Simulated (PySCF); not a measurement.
**What settings do to a single point of TaF4**

The sound run of TaF4 (doublet) uses PySCF 2.14.0, UKS PBE0, Ta def2-SVP with ECP60, F def2-SVP; non-relativistic Hamiltonian with scalar-relativistic core potentials where named; density fitting; no spin-orbit coupling, grid (50, 194), threshold 1e-8 Eh and 55 cycles, at the relaxed geometry:

```xyz
5

Ta    0.0000    0.0000    0.0000
F     1.7548    0.0000   -0.6464
F     0.0000    1.7548    0.6464
F    -1.7548    0.0000   -0.6464
F     0.0000   -1.7548    0.6464
```

There Ta1 has a Mulliken charge of 1.32 e and the dipole about the centre of mass is 0.00 D. Each run below changes one thing and starts from free metal ions and neutral atoms unless it says otherwise; with 55 cycles, smearing, a level shift and second-order steps follow where DIIS fails, and their cycles count. Energy shifts count from the sound run.

| change | outcome | cycles | energy shift (eV) | largest force component (eV/Å) | charge on Ta1 (e) | dipole about the centre of mass (D) |
| --- | --- | --- | --- | --- | --- | --- |
| threshold 1e-06 | converged | 7 | 0.0000 | 0.00 | 1.32 | 0.00 |
| grid (15, 26) | converged | 9 | 0.20 | 0.75 | 1.33 | 0.00 |
| start from a density of up to 30 smeared cycles (not counted) | converged | 7 | 0.0000 | 0.00 | 1.32 | 0.00 |

How does the run with this change end: all coordinates × 1.05?

outcome converged, cycles 9, energy shift (eV) 0.53, largest force component (eV/Å) 2.48, charge on Ta1 (e) 1.41, dipole about the centre of mass (D) 0.00.

Unsound on purpose, so not properties of the compound: grid (15, 26).

Started from ions, an open shell can land on another state than the sound run's, and that then enters the shifts.

Forces carry noise of the integration grid, about 0.01 to 0.03 eV/Å.

Open shells may have lower solutions than the one found.
